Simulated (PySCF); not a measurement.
SMILES N#C/C=C\c1cccs1, GFN2-xTB optimised geometry.

```
14

N      1.13    -3.41     0.00
C      0.11    -2.89     0.00
C     -1.17    -2.32     0.00
C     -1.44    -1.00     0.00
C     -0.50     0.08     0.00
C      0.87     0.08     0.00
C      1.42     1.37     0.00
C      0.48     2.35     0.00
S     -1.11     1.71     0.00
H     -1.98    -3.04     0.00
H     -2.48    -0.70     0.00
H      1.46    -0.82     0.00
H      2.48     1.57     0.00
H      0.62     3.41     0.00
```

Density from PySCF 2.14.0 with CAM-B3LYP/def2-TZVP at that geometry.

Minimum of the electron density along straight lines between bonded atoms, close to the bond critical point (lines longer than 1.1 times the sum of covalent radii, or with two minima, are not listed):

```tsv
bond	length / Å	ρ at the minimum / e bohr⁻³	∇²ρ there / e bohr⁻⁵	position (fraction from the first atom)
N1–C2	1.149	0.502	-0.26	0.65
C2–C3	1.401	0.303	-0.93	0.54
C3–C4	1.348	0.342	-1.03	0.50
C4–C5	1.428	0.299	-0.88	0.50
C5–C6	1.375	0.327	-0.96	0.52
C6–C7	1.404	0.312	-0.92	0.50
C7–C8	1.362	0.334	-1.00	0.48
C5–S9	1.746	___	___	0.48
C8–S9	1.710	0.223	___	0.48
C3–H10	1.082	0.286	-1.02	0.65
C4–H11	1.083	0.290	-1.06	0.65
C6–H12	1.074	0.294	-1.09	0.66
C7–H13	1.075	0.291	-1.06	0.65
C8–H14	1.072	0.293	-1.08	0.65
```

Task: Fill in the missing entries.

Result: 
- C5–S9, ρ at the minimum / e bohr⁻³: 0.210
- C5–S9, ∇²ρ there / e bohr⁻⁵: -0.42
- C8–S9, ∇²ρ there / e bohr⁻⁵: -0.49
